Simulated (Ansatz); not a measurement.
Born–Oppenheimer molecular dynamics of H6InNO3 (11 atoms, charge 0, multiplicity 1). It starts from a rough guess of a transition structure, not a stationary point.

Method: UHF/def2-SVP (Ansatz 0.2.0).

```
ensemble                      : NVE (velocity Verlet)
time step                     : 0.5 fs
steps asked                   : 150
starting velocities drawn for : 100 K
seed                          : 960874
```

Frames 5 fs apart, positions in Å, forces in eV/Å.

Velocities at 15.0 fs (Å/ps):

```
In 1.34 3.06 -1.61
O -11.87 -1.01 5.85
O 1.30 0.93 1.75
O -0.09 -1.36 -0.84
H -22.93 37.66 0.81
N -0.23 -19.35 4.73
H 17.67 -9.12 4.80
H 9.94 -24.55 16.14
H -8.58 -10.11 -6.51
H 15.67 -27.05 2.91
H 7.71 -24.02 -7.78
```

```xyz
11
Properties=species:S:1:pos:R:3:forces:R:3 time_fs=15.0 energy_less_start_eV=-0.680 T=684
In -0.390 -0.588 0.372 0.83 -0.13 -1.41
O 1.415 -0.088 -1.019 -0.86 -1.34 0.02
O 0.319 -1.701 1.838 -0.31 0.16 0.33
O -2.151 -1.265 -0.323 0.32 0.45 0.03
H 0.811 1.077 -0.671 -0.14 0.74 -0.06
N 0.021 1.594 -0.083 -0.35 -0.41 0.88
H 1.491 -0.352 -1.931 0.05 -0.03 0.45
H 1.223 -1.942 1.932 0.24 0.11 -0.11
H -2.656 -1.960 0.082 0.44 0.24 0.03
H 0.369 2.210 0.624 0.25 0.10 0.30
H -0.631 2.121 -0.618 -0.45 0.11 -0.46
11
Properties=species:S:1:pos:R:3:forces:R:3 time_fs=20.0 energy_less_start_eV=-0.600 T=616
In -0.382 -0.573 0.362 1.18 -1.71 -1.27
O 1.351 -0.105 -0.992 -0.39 -1.36 0.06
O 0.329 -1.697 1.850 -1.20 0.60 0.09
O -2.149 -1.269 -0.326 0.97 1.37 -0.34
H 0.757 1.278 -0.701 0.72 -0.94 -0.08
N 0.010 1.504 -0.050 -1.29 2.79 0.50
H 1.583 -0.414 -1.845 0.19 -0.59 -0.24
H 1.194 -2.014 1.978 0.80 -0.02 -0.16
H -2.636 -1.970 0.048 -0.13 -0.58 0.50
H 0.442 2.092 0.652 -0.67 0.26 -0.08
H -0.630 2.018 -0.652 -0.19 0.18 1.01
11
Properties=species:S:1:pos:R:3:forces:R:3 time_fs=25.0 energy_less_start_eV=-0.732 T=729
In -0.372 -0.562 0.350 0.86 -2.90 -0.57
O 1.283 -0.144 -0.970 0.63 -1.64 -1.29
O 0.330 -1.687 1.865 0.63 -0.06 0.22
O -2.138 -1.259 -0.331 0.12 0.13 0.31
H 0.779 1.297 -0.694 -0.88 -0.69 0.73
N -0.015 1.457 -0.011 0.41 3.26 -0.23
H 1.693 -0.572 -1.719 -0.30 -0.04 0.75
H 1.218 -2.048 1.969 -1.12 0.71 -0.41
H -2.573 -2.008 0.073 0.51 0.54 -0.16
H 0.391 2.045 0.694 -0.41 0.33 0.41
H -0.707 1.975 -0.518 -0.45 0.34 0.25
11
Properties=species:S:1:pos:R:3:forces:R:3 time_fs=30.0 energy_less_start_eV=-0.985 T=946
In -0.360 -0.557 0.337 0.16 -3.40 0.35
O 1.221 -0.205 -0.962 0.71 -1.28 -0.75
O 0.326 -1.672 1.881 -1.25 0.78 -0.11
O -2.122 -1.242 -0.335 0.23 0.40 0.11
H 0.702 1.173 -0.604 0.39 0.79 -0.74
N -0.045 1.468 0.033 -1.74 3.23 1.84
H 1.770 -0.775 -1.481 -0.20 0.12 0.17
H 1.195 -2.002 1.891 0.86 -0.18 -0.11
H -2.444 -2.011 0.108 -0.01 -0.01 -0.01
H 0.253 2.051 0.799 0.54 -0.22 0.00
H -0.841 1.980 -0.321 0.31 -0.23 -0.76
11
Properties=species:S:1:pos:R:3:forces:R:3 time_fs=35.0 energy_less_start_eV=-1.175 T=1109
In -0.347 -0.559 0.325 -0.29 -2.64 0.85
O 1.171 -0.285 -0.966 0.80 -0.44 -0.64
O 0.315 -1.649 1.895 -0.03 0.38 -0.19
O -2.103 -1.219 -0.336 0.01 0.43 -0.05
H 0.651 1.223 -0.608 -0.84 1.42 0.96
N -0.096 1.529 0.099 -0.06 0.83 -0.29
H 1.797 -0.945 -1.208 0.08 0.04 -0.22
H 1.210 -1.938 1.791 -0.10 0.03 0.13
H -2.318 -2.004 0.133 -0.37 -0.37 0.06
H 0.217 2.031 0.915 0.29 0.14 -0.40
H -0.932 1.962 -0.271 0.51 0.19 -0.21
11
Properties=species:S:1:pos:R:3:forces:R:3 time_fs=40.0 energy_less_start_eV=-1.321 T=1234
In -0.336 -0.566 0.314 -0.31 -1.39 0.77
O 1.135 -0.375 -0.981 1.78 -0.70 -0.73
O 0.302 -1.621 1.908 1.05 0.10 -0.33
O -2.084 -1.194 -0.335 -0.68 -0.74 0.45
H 0.543 1.544 -0.534 0.88 -0.09 -0.53
N -0.156 1.607 0.170 -0.07 -0.22 -0.03
H 1.799 -1.063 -0.961 -0.42 0.59 -0.35
H 1.213 -1.868 1.714 -0.90 0.10 0.55
H -2.254 -2.014 0.133 -0.26 0.60 -0.54
H 0.243 2.057 0.966 -0.45 0.80 0.25
H -0.949 2.007 -0.275 -0.62 0.95 0.48
11
Properties=species:S:1:pos:R:3:forces:R:3 time_fs=45.0 energy_less_start_eV=-1.392 T=1296
In -0.325 -0.576 0.304 -0.48 -0.31 0.62
O 1.122 -0.472 -1.007 1.09 0.16 -0.71
O 0.295 -1.588 1.917 -1.04 0.61 0.27
O -2.075 -1.173 -0.332 -0.75 0.34 -0.28
H 0.520 1.843 -0.478 -0.67 -0.74 0.54
N -0.214 1.690 0.235 0.61 2.08 -0.94
H 1.775 -1.113 -0.797 0.47 -0.16 -0.38
H 1.171 -1.820 1.735 1.37 -0.55 0.19
H -2.275 -1.996 0.070 -0.44 -0.47 0.10
H 0.164 2.220 1.024 -0.70 -0.39 -0.17
H -1.016 2.211 -0.153 0.53 -0.56 0.77
11
Properties=species:S:1:pos:R:3:forces:R:3 time_fs=50.0 energy_less_start_eV=-1.399 T=1302
In -0.315 -0.587 0.296 -0.31 0.08 0.18
O 1.127 -0.569 -1.042 0.92 0.11 -0.34
O 0.287 -1.550 1.928 1.18 -0.17 0.30
O -2.078 -1.153 -0.331 -0.98 -0.05 -0.14
H 0.453 2.025 -0.395 -0.41 -0.31 0.19
N -0.267 1.797 0.293 0.55 0.59 0.21
H 1.808 -1.150 -0.738 0.23 0.06 -0.40
H 1.203 -1.830 1.842 -0.91 0.21 0.34
H -2.371 -1.994 -0.011 -0.04 0.15 -0.03
H -0.026 2.331 1.105 0.91 -0.48 0.85
H -1.064 2.348 0.077 -1.13 -0.19 -1.15
11
Properties=species:S:1:pos:R:3:forces:R:3 time_fs=55.0 energy_less_start_eV=-1.507 T=1394
In -0.305 -0.598 0.289 0.12 -0.05 -0.40
O 1.147 -0.664 -1.083 0.61 0.06 0.17
O 0.287 -1.512 1.944 0.34 0.00 0.64
O -2.095 -1.132 -0.331 -0.86 -0.10 -0.05
H 0.359 2.148 -0.325 0.61 0.40 -0.48
N -0.322 1.920 0.359 -1.86 -0.25 1.52
H 1.891 -1.171 -0.772 -0.28 0.27 -0.34
H 1.173 -1.841 2.022 -0.30 0.18 -0.05
H -2.484 -1.970 -0.098 0.37 0.52 -0.01
H -0.071 2.306 1.279 0.15 -0.37 -0.97
H -1.223 2.373 0.125 1.09 -0.67 -0.03
11
Properties=species:S:1:pos:R:3:forces:R:3 time_fs=60.0 energy_less_start_eV=-1.224 T=1153
In -0.295 -0.609 0.280 0.51 -0.48 -0.85
O 1.171 -0.756 -1.122 -0.90 0.72 0.21
O 0.289 -1.472 1.969 -1.25 0.69 0.25
O -2.122 -1.108 -0.334 0.33 1.41 -0.21
H 0.312 2.323 -0.281 -1.13 -0.41 1.34
N -0.391 2.034 0.438 2.50 -2.16 -2.48
H 1.969 -1.170 -0.862 0.39 -0.22 0.19
H 1.117 -1.823 2.187 1.05 -0.28 0.05
H -2.553 -1.914 -0.161 -0.14 -0.73 0.34
H -0.061 2.232 1.350 -0.42 0.77 0.67
H -1.287 2.308 0.132 -0.95 0.69 0.49
11
Properties=species:S:1:pos:R:3:forces:R:3 time_fs=65.0 energy_less_start_eV=-1.138 T=1079
In -0.285 -0.621 0.270 0.73 -0.77 -1.01
O 1.188 -0.841 -1.157 -0.59 0.45 0.65
O 0.284 -1.427 2.001 0.58 -0.07 0.71
O -2.148 -1.070 -0.338 0.18 0.42 0.16
H 0.192 2.485 -0.125 1.40 1.10 -1.56
N -0.442 2.113 0.497 -1.66 -2.69 1.65
H 2.051 -1.174 -0.937 -0.45 0.15 0.13
H 1.118 -1.791 2.319 -0.95 0.62 -0.72
H -2.585 -1.898 -0.171 0.48 0.35 0.11
H -0.162 2.296 1.456 -0.51 0.27 -0.54
H -1.408 2.348 0.271 0.80 0.17 0.41
11
Properties=species:S:1:pos:R:3:forces:R:3 time_fs=70.0 energy_less_start_eV=-1.096 T=1042
In -0.272 -0.635 0.258 0.70 -0.78 -0.87
O 1.193 -0.917 -1.182 -0.96 0.54 0.76
O 0.276 -1.378 2.039 -1.00 0.64 -0.22
O -2.170 -1.022 -0.340 0.64 0.44 0.30
H 0.128 2.742 -0.059 -1.44 -1.12 1.23
N -0.497 2.155 0.561 0.72 0.32 -0.39
H 2.083 -1.161 -0.970 -0.27 0.09 0.21
H 1.093 -1.700 2.358 0.55 -0.04 -0.14
H -2.544 -1.871 -0.142 0.26 0.22 0.06
H -0.343 2.438 1.519 0.75 -0.20 -0.03
H -1.458 2.451 0.471 0.05 -0.11 -0.89
```

Of the whole run (75 fs, mean temperature of the second half 1196 K): The conserved energy stayed within 0.18 meV per atom of its start (net change -0.075 meV per atom), so the integration is sound. The system heated up, since it started high on the potential surface and ran downhill. A run of 0.075 ps of so small a system gives no equilibrium averages. The orbitals stay closed-shell, which can raise the energy where a bond breaks towards radicals; this wasn't checked here.

The run took 12 min on 2 CPU threads of a shared host.
